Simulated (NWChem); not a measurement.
All runs are NWChem calculations. System: C₃H₅O₂, charge 1, spin multiplicity 1, at the geometry of a parent with another charge or spin, in a state set for the comparison that need not be this species' ground state. Level: RHF/def2-TZVP.

Job file:

```
start mol
memory heap 200 mb stack 900 mb global 1100 mb
charge 1
geometry units angstroms nocenter noautoz noautosym
  C      1.861909     0.369310    -0.033213
  O      0.578447     0.670606     0.277843
  C     -0.400302    -0.212004    -0.062513
  C     -1.742619     0.311022     0.344299
  O     -0.174112    -1.252050    -0.613854
  H      2.075563    -0.599572    -0.481803
  H      2.591795     1.085035     0.335885
  H     -1.948424     1.258131    -0.176449
  H     -2.512784    -0.427184     0.096055
  H     -1.754757     0.525180     1.422964
end
basis spherical
  * library def2-tzvp
end
scf
  rhf
  nopen 0
  maxiter 100
  thresh 1e-7
  semidirect memsize 60000000 filesize 0
end
task scf energy
```

Part of the output:

```
             Northwest Computational Chemistry Package (NWChem) 7.3.0
             --------------------------------------------------------

                                NWChem Input Module
                                -------------------

 Scaling coordinates for geometry "geometry" by  1.889725989
 (inverse scale =  0.529177249)

                             Geometry "geometry" -> ""
                             -------------------------

 Output coordinates in angstroms (scale by  1.889725989 to convert to a.u.)

  No.       Tag          Charge          X              Y              Z
 ---- ---------------- ---------- -------------- -------------- --------------
    1 C                    6.0000     1.86190900     0.36931000    -0.03321300
    2 O                    8.0000     0.57844700     0.67060600     0.27784300
    3 C                    6.0000    -0.40030200    -0.21200400    -0.06251300
    4 C                    6.0000    -1.74261900     0.31102200     0.34429900
    5 O                    8.0000    -0.17411200    -1.25205000    -0.61385400
    6 H                    1.0000     2.07556300    -0.59957200    -0.48180300
    7 H                    1.0000     2.59179500     1.08503500     0.33588500
    8 H                    1.0000    -1.94842400     1.25813100    -0.17644900
    9 H                    1.0000    -2.51278400    -0.42718400     0.09605500
   10 H                    1.0000    -1.75475700     0.52518000     1.42296400

 Effective nuclear repulsion energy (a.u.)     173.4254432455

            Nuclear Dipole moment (a.u.)
            ----------------------------
        X                 Y               Z
 ---------------- ---------------- ----------------
     0.0000018897     0.0000113384     0.0000037795


 Summary of "ao basis" -> "" (spherical)
 ------------------------------------------------------------------------------
       Tag                 Description            Shells   Functions and Types
 ---------------- ------------------------------  ------  ---------------------
 *                         def2-tzvp                  on all atoms

 Summary of "ao basis" -> "ao basis" (spherical)
 ------------------------------------------------------------------------------
       Tag                 Description            Shells   Functions and Types
 ---------------- ------------------------------  ------  ---------------------
 C                         def2-tzvp                11       31   5s3p2d1f
 O                         def2-tzvp                11       31   5s3p2d1f
 H                         def2-tzvp                 4        6   3s1p

                                 NWChem SCF Module
                                 -----------------

  ao basis        = "ao basis"
  functions       =   185
  atoms           =    10
  closed shells   =    19
  open shells     =     0
  charge          =   1.00
  wavefunction    = RHF
  use symmetry    = F
  symmetry adapt  = F

 Summary of "ao basis" -> "ao basis" (spherical)
 ------------------------------------------------------------------------------
       Tag                 Description            Shells   Functions and Types
 ---------------- ------------------------------  ------  ---------------------
 C                         def2-tzvp                11       31   5s3p2d1f
 O                         def2-tzvp                11       31   5s3p2d1f
 H                         def2-tzvp                 4        6   3s1p

 Forming initial guess at       0.2s

      Superposition of Atomic Density Guess
      -------------------------------------

 Sum of atomic energies:        -265.08164510

 Renormalizing density from      39.00 to     38

      Non-variational initial energy
      ------------------------------

 Total energy =    -262.870299
 1-e energy   =    -686.005395
 2-e energy   =     249.709653
 HOMO         =      -0.729338
 LUMO         =      -0.393617

 Starting SCF solution at       5.0s

 ----------------------------------------------
         Quadratically convergent ROHF

 Convergence threshold     :          1.000E-07
 Maximum no. of iterations :          100
 Final Fock-matrix accuracy:          1.000E-09
 ----------------------------------------------

              iter       energy          gnorm     gmax       time
             ----- ------------------- --------- --------- --------
                 1     -265.7909302999  2.14D+00  3.34D-01      8.8
                 2     -266.0046760690  4.90D-01  6.35D-02     16.7
                 3     -266.0265609124  2.08D-02  7.13D-03     29.4
                 4     -266.0266390470  4.06D-04  1.03D-04     44.8
                 5     -266.0266390733  1.08D-07  3.28D-08     76.8
                 6     -266.0266390733  9.85D-09  3.44D-09     92.3

       Final RHF  results
       ------------------

         Total SCF energy =   -266.026639073304
      One-electron energy =   -697.566423711322
      Two-electron energy =    258.114341392490
 Nuclear repulsion energy =    173.425443245528

        Time for solution =     87.3s

             Final eigenvalues
             -----------------

              1
    1  -20.9299
    2  -20.7700
    3  -11.6920
    4  -11.6030
    5  -11.4158
    6   -1.7620
    7   -1.6053
    8   -1.2835
    9   -1.1729
   10   -1.0716
   11   -0.9867
   12   -0.9198
   13   -0.9107
   14   -0.8607
   15   -0.8035
   16   -0.7648
   17   -0.7434
   18   -0.7007
   19   -0.6725
   20   -0.2291
   21   -0.0349
   22   -0.0268
   23   -0.0216
   24    0.0051
   25    0.0333
   26    0.0646
   27    0.0667
   28    0.0868
   29    0.1081

                       ROHF Final Molecular Orbital Analysis
                       -------------------------------------

 Vector   17  Occ=2.000000D+00  E=-7.434012D-01
              MO Center= -1.9D+00,  7.4D-02,  2.6D-01, r^2= 1.5D+00
   Bfn.  Coefficient  Atom+Function         Bfn.  Coefficient  Atom+Function
  ----- ------------  ---------------      ----- ------------  ---------------
   175      0.251280   9 H  s               100     -0.225557   4 C  py
    99     -0.196947   4 C  px              103     -0.197074   4 C  py
   174      0.168823   9 H  s               102     -0.164847   4 C  px

 Vector   18  Occ=2.000000D+00  E=-7.006945D-01
              MO Center= -7.7D-01, -3.6D-01, -1.1D-01, r^2= 2.6D+00
   Bfn.  Coefficient  Atom+Function         Bfn.  Coefficient  Atom+Function
  ----- ------------  ---------------      ----- ------------  ---------------
   132      0.276577   5 O  pz              135      0.249623   5 O  pz
   101     -0.172706   4 C  pz

 Vector   19  Occ=2.000000D+00  E=-6.724982D-01
              MO Center= -4.4D-01, -6.8D-01, -3.0D-01, r^2= 2.0D+00
   Bfn.  Coefficient  Atom+Function         Bfn.  Coefficient  Atom+Function
  ----- ------------  ---------------      ----- ------------  ---------------
   130      0.393379   5 O  px              133      0.350992   5 O  px
   136      0.228460   5 O  px

 Vector   20  Occ=0.000000D+00  E=-2.291239D-01
              MO Center=  1.7D+00,  3.5D-01, -7.0D-02, r^2= 2.0D+00
   Bfn.  Coefficient  Atom+Function         Bfn.  Coefficient  Atom+Function
  ----- ------------  ---------------      ----- ------------  ---------------
    14      0.423597   1 C  pz               11      0.343983   1 C  pz
     8      0.311706   1 C  pz               13     -0.218311   1 C  py
    45     -0.208323   2 O  pz               10     -0.176600   1 C  py
     7     -0.159079   1 C  py               39     -0.158564   2 O  pz

 Vector   21  Occ=0.000000D+00  E=-3.486065D-02
              MO Center=  2.3D+00,  7.6D-01,  2.1D-01, r^2= 5.2D+00
   Bfn.  Coefficient  Atom+Function         Bfn.  Coefficient  Atom+Function
  ----- ------------  ---------------      ----- ------------  ---------------
   164     -1.965341   7 H  s                98      1.833208   4 C  s
     5      1.390823   1 C  s                67     -1.276034   3 C  s
   158     -1.162696   6 H  s                12      0.554733   1 C  px
   170     -0.529796   8 H  s               129      0.491871   5 O  s
     4      0.471459   1 C  s               182     -0.473068  10 H  s

 Vector   22  Occ=0.000000D+00  E=-2.676831D-02
              MO Center= -3.9D-01, -2.0D-01, -1.0D-01, r^2= 2.9D+00
   Bfn.  Coefficient  Atom+Function         Bfn.  Coefficient  Atom+Function
  ----- ------------  ---------------      ----- ------------  ---------------
    76      0.530488   3 C  pz              182     -0.510438  10 H  s
   170      0.394299   8 H  s               138     -0.391668   5 O  pz
    73      0.361722   3 C  pz               75     -0.292629   3 C  py
    70      0.286565   3 C  pz               98      0.254082   4 C  s
    45     -0.252633   2 O  pz              132     -0.226908   5 O  pz

 center of mass
 --------------
 x =   0.03970560 y =  -0.04720393 z =  -0.03067838

 moments of inertia (a.u.)
 ------------------
         179.691466526927         -41.989241372851          20.998623627677
         -41.989241372851         433.267654678407         -63.162406271491
          20.998623627677         -63.162406271491         533.293743808686

  Mulliken analysis of the total density
  --------------------------------------

    Atom       Charge   Shell Charges
 -----------   ------   -------------------------------------------------------
    1 C    6     5.70   0.86  1.12  0.56  0.70  0.07  1.05  1.05  0.15  0.03  0.09  0.01
    2 O    8     8.20   0.79  1.18  0.57  0.98  0.24  1.83  2.06  0.50  0.00  0.04  0.00
    3 C    6     5.52   0.86  1.12  0.52  0.54  0.04  1.13  0.94  0.05  0.06  0.22  0.03
    4 C    6     6.33   0.85  1.12  0.47  0.68  0.11  1.27  1.42  0.35  0.02  0.04  0.00
    5 O    8     8.37   0.79  1.18  0.59  0.95  0.36  1.82  1.92  0.71  0.00  0.03  0.00
    6 H    1     0.71   0.25  0.40  0.03  0.02
    7 H    1     0.72   0.25  0.42  0.02  0.02
    8 H    1     0.83   0.26  0.47  0.08  0.02
    9 H    1     0.81   0.26  0.47  0.06  0.02
   10 H    1     0.83   0.26  0.47  0.08  0.02

       Multipole analysis of the density wrt the origin
       ------------------------------------------------

     L   x y z        total         open         nuclear
     -   - - -        -----         ----         -------
     0   0 0 0      1.000000      0.000000     39.000000

     1   1 0 0      2.133659      0.000000      0.000002
     1   0 1 0      1.171750      0.000000      0.000011
     1   0 0 1      0.361100      0.000000      0.000004

     2   2 0 0     -2.854918      0.000000    239.676655
     2   1 1 0      1.455685      0.000000     19.635304
     2   1 0 1     -0.962527      0.000000    -15.012761
     2   0 2 0    -20.876944      0.000000     76.367695
     2   0 1 1     -0.987755      0.000000     33.658097
     2   0 0 2    -19.637881      0.000000     24.224546

 Task  times  cpu:       92.3s     wall:       92.3s

 Total times  cpu:       92.3s     wall:       92.3s
```
